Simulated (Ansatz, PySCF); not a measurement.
Gas-phase reaction (SMILES): [F][Ge]([Br])([Br])[Br] → [F][Ge]([Br])[Br] + Br atom; the Br-Ge bond at the site shown breaks (other sites are not compared here).

Each molecule is optimised on its own at B3LYP-D3(BJ)/def2-TZVP (Ansatz, a program for electronic structure). Cores are frozen in the correlated levels unless marked. UHF or UKS for open shells. No spin-orbit coupling. The frozen core is the preceding noble-gas configuration, with the filled d and f shells of earlier blocks. Non-relativistic. CBS(X,Y): correlation extrapolated as X^-3; Hartree-Fock from the larger set (for Q and 5 zeta extrapolated as (X+1)exp(-9√X)). Thermal terms are rigid-rotor harmonic-oscillator values from B3LYP-D3(BJ) frequencies (Ansatz or PySCF) at 298.15 K and 1 atm. 1 Eh = 627.5095 kcal/mol. Atoms have translation alone.

```csv
species,"E, CCSD(T)/CBS(cc-pVQZ,cc-pV5Z) (Ansatz) (Eh)","E, PBE/def2-TZVPD (Ansatz) (Eh)",H - E (Eh)
[F][Ge]([Br])([Br])[Br],-9893.54247,-9897.97316,0.01374
[F][Ge]([Br])[Br],-7320.77590,-7324.13124,0.01054
Br atom,-2572.63366,-2573.72119,0.00236
```

Problem. Work out ΔE and ΔH at 298.15 K at the first level, then ΔH at the second.

Solution. 
1. ΔE = [(-7320.77590) + (-2572.63366)] - [(-9893.54247)] = 0.13291 Eh = 83.4 kcal/mol at CCSD(T)/CBS(cc-pVQZ,cc-pV5Z).
2. The terms H - E add up to -0.00084 Eh, so ΔH = (0.13291 + (-0.00084))×627.5095 = 82.9 kcal/mol.
3. At PBE/def2-TZVPD the same steps give ΔE = 75.8 and ΔH = 75.2 kcal/mol, a shift of -7.7 from the first level.
4. These values are not checked against measurement here, since the tables used lack a sound gas-phase enthalpy of formation for at least one species.
